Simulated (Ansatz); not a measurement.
A CCSD(T) single point on CH$_{5}$MoNO$_{2}$ (`[CH3][Mo]([NH2])(=[O])=[O]`).

```yaml
crystal:
  periodic: [false, false, false]
  atoms:
    - {symbol: C, position_ang: [-1.528527, -0.243859, 0.008962]}
    - {symbol: Mo, position_ang: [0.398333, 0.375611, -0.579411]}
    - {symbol: N, position_ang: [1.623366, -0.195832, 0.787862]}
    - {symbol: O, position_ang: [0.693380, -0.377793, -2.052543]}
    - {symbol: O, position_ang: [0.323892, 2.049829, -0.706845]}
    - {symbol: H, position_ang: [-1.789149, 0.216674, 0.964796]}
    - {symbol: H, position_ang: [-1.553759, -1.331840, 0.105336]}
    - {symbol: H, position_ang: [-2.253633, 0.065768, -0.747461]}
    - {symbol: H, position_ang: [1.974747, 0.416358, 1.510930]}
    - {symbol: H, position_ang: [2.194351, -1.026014, 0.711375]}
basis:
  gaussian: {orbitals: def2-TZVPP}
correlation: {method: ccsd_t}
output: {orbitals: {seedname: orbitals}}
```

```sh
$ ansatz run in.yaml --threads 4 --pin off --events-out ev --progress --plain
```

Log, shortened:

```
Functional definition: HF
1566 factors; integrals over basis functions are off by at most 1.1e-3 eV
mean field evaluation 1: about -8494.5272 eV, gradient 8.3e1 eV
mean field evaluation 2: about -8494.8064 eV, gradient 8.3e1 eV
mean field evaluation 4: about -8506.7261 eV, gradient 1.2e1 eV
mean field evaluation 8: about -8507.0809 eV, gradient 1.6e0 eV
mean field evaluation 16: about -8507.0889 eV, gradient 2.3e-6 eV
mean field -8507.08891018 eV, -312.6297511373 hartree, gradient 2.3e-6 eV, S^2 0.000000; 0 other end points of the search recorded, 0 dependent functions left out
4 core orbitals not correlated: weight in the atoms' cores, before any rotation towards them, 1.000 or more for the frozen orbitals, at most 0.000 for the correlated occupied ones
reference -8507.08891018 eV, -312.6297511373 hartree; 20, 20 occupied and 226, 226 virtual orbitals, 1566 factors
second order -40.75448498 eV of doubles, -0.00000000 eV of singles
cycle   1  -36.09933921 eV  change     4.7e0 eV  update   3.4e-1
cycle   2  -38.41434445 eV  change    -2.3e0 eV  update   2.6e-1
cycle   3  -38.85739279 eV  change   -4.4e-1 eV  update   4.9e-2
cycle   4  -38.87477786 eV  change   -1.7e-2 eV  update   2.4e-2
cycle   5  -38.85174227 eV  change    2.3e-2 eV  update   6.5e-3
cycle   6  -38.85421609 eV  change   -2.5e-3 eV  update   3.0e-3
cycle   7  -38.85344350 eV  change    7.7e-4 eV  update   1.2e-3
cycle   8  -38.85216751 eV  change    1.3e-3 eV  update   5.3e-4
cycle   9  -38.85265116 eV  change   -4.8e-4 eV  update   2.0e-4
cycle  10  -38.85294956 eV  change   -3.0e-4 eV  update   8.3e-5
cycle  11  -38.85284499 eV  change    1.0e-4 eV  update   4.4e-5
cycle  12  -38.85276788 eV  change    7.7e-5 eV  update   2.9e-5
cycle  13  -38.85285263 eV  change   -8.5e-5 eV  update   1.1e-5
cycle  14  -38.85282084 eV  change    3.2e-5 eV  update   7.0e-6
perturbative correction -2.38036866 eV, -0.0874769347 hartree
Total energy: -8548.32209968 eV, -314.1450429025 hartree
```

Run time 6.1 min (4 threads of a server CPU on a shared host); peak host memory 6.5 GiB.

MP2 recovers 98.8 % of the CCSD(T) correlation energy and the triples give 5.8 %; T1 = 0.0245.
